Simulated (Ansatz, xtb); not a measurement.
System: TeO, charge 0, multiplicity 3. SMILES: O=[Te]
Geometry from a B3LYP-D3(BJ)/def2-TZVP (Ansatz, an electronic-structure program) optimisation:
```xyz
2

O      0.0000     0.0000    -1.5851
Te     0.0000     0.0000     0.2439
```
Charge 0, spin multiplicity 3.

Harmonic wavenumbers from GFN2-xTB (xtb, at its own minimum), cm⁻¹: 751.

Q: Give the harmonic wavenumbers at B3LYP-D3(BJ)/def2-TZVP (Ansatz, finite differences of forces, unscaled).

A: 816 cm⁻¹. Zero-point energy 1.2 kcal/mol.

Q: From these and the geometry, give the ideal-gas thermochemistry at 298.15 K and 1 atm (rigid rotor, harmonic oscillator).

A: Point group C∞v, rotational symmetry number 1. Rotational constants 10.63, 10.63 GHz. S(trans) 40.80, S(rot) 14.65, S(vib) 0.19, S(elec, spin only) 2.18, S 57.8 cal/(mol K). H(298) - H(0) 2.12 kcal/mol; G - E(el) -14.0 kcal/mol.
